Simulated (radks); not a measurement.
Results of a calculation; reference values are marked as such.
Valence configurations of Pd IV (all share [Kr]). Code: a radial shooting solver on a logarithmic mesh with Libxc functionals. Model: Dirac Kohn-Sham, BLYP, spin-unpolarised, spherical densities, finite nucleus; open shells are shared between the two j in proportion to 2j + 1; Fermi nuclear charge, rms radius 4.5318 fm. Energies are relative to 4d7; eigenvalues in eV.

valence          E (eV)  e(4d3/2)  e(4d5/2)  e(5p1/2)  e(5p3/2)  e(5s1/2)
4d7               0.000   -41.852   -41.275         -         -         -
4d6 5p1          19.607   -47.172   -46.556   -25.957   -25.307         -
4d5.5 5s0.5 5p1  26.650   -49.316   -48.682   -26.653   -25.973   -34.222
4d3.5 5s0.5 5p3  79.187   -60.158   -59.444   -30.422   -29.589   -38.890
4d6 5s1          11.842   -46.060   -45.448         -         -   -32.642
4d6.5 5p0.5       9.389   -44.501   -43.905   -24.951   -24.338         -
4d4.5 5s0.5 5p2  51.136   -54.731   -54.057   -28.577   -27.821   -36.602
4d2.5 5s1.5 5p3  101.42   -64.640   -63.887   -31.724   -30.826   -40.549
4d3.5 5s1.5 5p2  70.207   -59.164   -58.453   -29.911   -29.092   -38.302
4d3.5 5p3.5      83.709   -60.648   -59.931   -30.673   -29.833         -

NIST lists [Kr] 4d7 as the ground configuration; this level of theory agrees among the configurations tried. The energies are those of spherical spin-averaged densities, not of single terms.
